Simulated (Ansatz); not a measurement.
`[CH3][GeH]([OH])[TeH]`, relaxed with RKS PBE0-D4/def2-TZVP in Ansatz from a PBE-D4/def2-SVP geometry. The force threshold is 0.005 eV/Å; the program also tests the step.

The species carries charge 0 and has multiplicity 1. Te: def2 effective core potential.

Start:

```xyz
10

C     0.859   -0.241   -1.178
Ge   -0.680   -0.119    0.016
O    -0.408   -1.438    1.216
Te   -0.871    2.190    1.186
H     1.788   -0.030   -0.614
H     0.759    0.489   -2.003
H     0.918   -1.266   -1.596
H    -2.050   -0.298   -0.710
H    -1.031   -1.353    1.962
H     0.718    2.065    1.721
```

Question: How much energy does the relaxation release, and in how many steps? (An estimate is asked.)

Answer: Ansatz gave: 4.06 kJ/mol, in 7 steps, 1 of them rejected.

Question: Which bonds change most? (Best estimate.)

Answer: Ansatz gave: Ge2–Te4 from 2.596 to 2.564 Å; Te4–H10 from 1.681 to 1.658 Å; Ge2–O3 from 1.805 to 1.782 Å; C1–H7 from 1.108 to 1.091 Å.

Question: Give the relaxed structure. (An estimate is asked.)

Answer: The calculation gave: 
```xyz
10

C     0.856   -0.240   -1.170
Ge   -0.676   -0.114    0.007
O    -0.424   -1.418    1.196
Te   -0.872    2.149    1.198
H     1.767   -0.048   -0.604
H     0.773    0.488   -1.977
H     0.902   -1.246   -1.590
H    -2.034   -0.299   -0.705
H    -1.002   -1.334    1.958
H     0.710    2.062    1.687
```
